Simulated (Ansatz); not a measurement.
Consider the hydrogenolysis of the Si–Si bond: `BS[SiH2][SiH2][SiH3]` + H₂ → `BS[SiH3]` + `[SiH3][SiH3]`.

Gas-phase electronic energies from Ansatz, PBE0-D4/def2-TZVP geometries. CCSD(T)/CBS adds triple-zeta CCSD(T) − MP2 to the extrapolated MP2 energy (def2 sets, frozen cores). This one scheme is used for every species. Functionals use def2-TZVPP. HSE06 is defined as in plane-wave codes. One conformer a species, not always the lowest.

`BS[SiH2][SiH2][SiH3]`:

```xyz
14

B     1.481   -0.177   -1.857
S     0.522    1.300   -2.059
Si   -1.345    0.661   -1.171
Si   -1.087    0.558    1.150
Si    0.727   -0.790    1.756
H     1.011   -1.163   -1.373
H     2.610   -0.147   -2.240
H    -2.360    1.677   -1.558
H    -1.731   -0.653   -1.746
H    -2.337    0.031    1.769
H    -0.863    1.943    1.649
H     0.510   -2.186    1.294
H     1.981   -0.267    1.150
H     0.880   -0.789    3.236
```

H₂:

Z-matrix (Å, degrees):
```
H
H 1 0.746
```

`BS[SiH3]`:

Cartesian coordinates in Å:
```
B -0.642 1.021 1.207
S -0.766 -0.719 0.880
Si 0.457 -0.837 -0.891
H 0.000 1.742 0.504
H -1.229 1.434 2.160
H 1.836 -0.389 -0.582
H -0.123 0.007 -1.962
H 0.468 -2.259 -1.315
```

`[SiH3][SiH3]`:

```xyz
8

Si    0.075    1.065   -0.476
Si   -0.075   -1.065    0.476
H     1.419    1.651   -0.220
H    -0.137    0.989   -1.947
H    -0.955    1.965    0.107
H     0.141   -0.989    1.946
H     0.953   -1.966   -0.110
H    -1.420   -1.649    0.223
```

```tsv
level	ΔE (kJ/mol)	difference from CCSD(T)/CBS
B97M-V	-6.1	-0.1
HSE06-D4	2.1	8.1
ωB97M-V	-11.8	-5.8
PBE-QIDH	-9.3	-3.3
CCSD/def2-SVP	-24.9	-18.9
HF/def2-TZVPP	-51.5	-45.5
CCSD(T)/def2-TZVPP	-10.5	-4.5
HF/def2-QZVPP	-52.1	-46.1
MP2/def2-QZVPP	-5.0	1.0
CCSD/CBS(def2)	-13.8	-7.8
CCSD(T)/CBS	-6.0	0
```

Largest T1 diagnostic among the species: 0.015.

From r2SCAN to r2SCAN0 (25 % exact exchange), in def2-TZVPP and without D4, ΔE moves by −4.6 kJ/mol. Leaving LDA and LC-ωPBE aside and taking each functional with its dispersion term where it has one, the values, not all of them listed here, spread over 32.1 kJ/mol, from B2PLYP to revPBE-D4. LDA lies +9.6 kJ/mol from PBE without D4.
